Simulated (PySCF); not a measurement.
**Ionisation energy of O²⁺ by level of theory**

O²⁺ [He] 2s2 2p2 (3P) → O³⁺ [He] 2s2 2p1 (2P), as a difference of total energies. Computed with PySCF 2.14 in 6-31G* (3s2p1d, 14 functions), with no relativity, point nucleus. Correlated levels: valence: 1s2 frozen. The calculations carry no spin-orbit coupling.

```csv
method,ionisation energy (eV)
UHF,54.682
BP86,55.381
MN15,55.207
MP2 (valence),54.742
SCS-MP2 (valence),54.653
CCSD (valence),54.482
CCSD(T) (valence),54.486
```

Errors of the correlated levels include the incompleteness of this basis and the frozen core.

Q: Which method comes closest to the reference value, and which is furthest?

A: The reference is 54.936 eV (semi-empirical (NIST evaluation); NIST Atomic Spectra Database, ionization energies). Closest: MP2 (valence) (error -0.194 eV); furthest: CCSD (valence) (error -0.454 eV).
